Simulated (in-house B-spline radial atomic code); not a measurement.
Radial electron density of Cs⁴⁺, [Kr] 4d10 5s1 5p4. Method: scalar-relativistic (X2C) LC-wPBE, spin-polarised, spherical fractional occupations, exact exchange averaged over the configuration, Fermi nucleus of rms radius 4.8041 fm. Calculated with a radial B-spline atomic code at the basis-set limit.

One-electron X2C: radii and densities carry no picture-change correction, so inner-shell <1/r> comes out high (for 1s by about 2 % at Z = 33, 5 % at 54, 10 % at 75, 30 % at 118) and <r> low.

Columns: r (bohr), 4πr²n(r) (electrons per bohr), bar.

```
0.000837    2.543 #
 0.00103     3.51 ##
 0.00127    4.838 ##
 0.00156    6.597 ###
 0.00192    8.962 ####
 0.00237    12.13 ######
 0.00292    16.19 ########
 0.00359    21.29 ##########
 0.00443    27.69 #############
 0.00545    35.17 #################
 0.00671    43.65 #####################
 0.00827    52.65 #########################
  0.0102    61.25 #############################
  0.0125    68.01 ################################
  0.0154    72.06 ##################################
   0.019    72.29 ##################################
  0.0234    69.03 ################################
  0.0289    64.37 ##############################
  0.0355    62.23 #############################
  0.0438    66.16 ###############################
  0.0539    76.57 ####################################
  0.0664    88.54 ##########################################
  0.0817    93.46 ############################################
   0.101    86.25 #########################################
   0.124    73.19 ##################################
   0.153       67 ################################
   0.188    73.23 ##################################
   0.232     79.4 #####################################
   0.285    68.95 ################################
   0.351    45.07 #####################
   0.433    28.31 #############
   0.533     28.1 #############
   0.656    31.47 ###############
   0.808    26.15 ############
   0.995    15.73 #######
    1.23    8.365 ####
    1.51    5.531 ###
    1.86    3.881 ##
    2.29    2.058 #
    2.82   0.6971 
    3.47   0.1415 
    4.28  0.01515 
    5.27 0.0007701 
    6.49 1.609e-05
```

On this grid the curve has 4 maxima, near 0.019, 0.0817, 0.232, 0.656 bohr.

The 5p down radial function P(r) = rR(r), positive near the nucleus:

```tsv
r (bohr)	P
0.00127	0.001082
0.00192	0.002131
0.00292	0.004287
0.00443	0.008611
0.00671	0.01712
0.0102	0.0335
0.0154	0.06223
0.0234	0.1086
0.0355	0.167
0.0539	0.2054
0.0817	0.1519
0.124	-0.05082
0.188	-0.278
0.285	-0.1846
0.433	0.282
0.656	0.4091
0.995	-0.2384
1.51	-0.8363
2.29	-0.6556
3.47	-0.1923
5.27	-0.01604
```
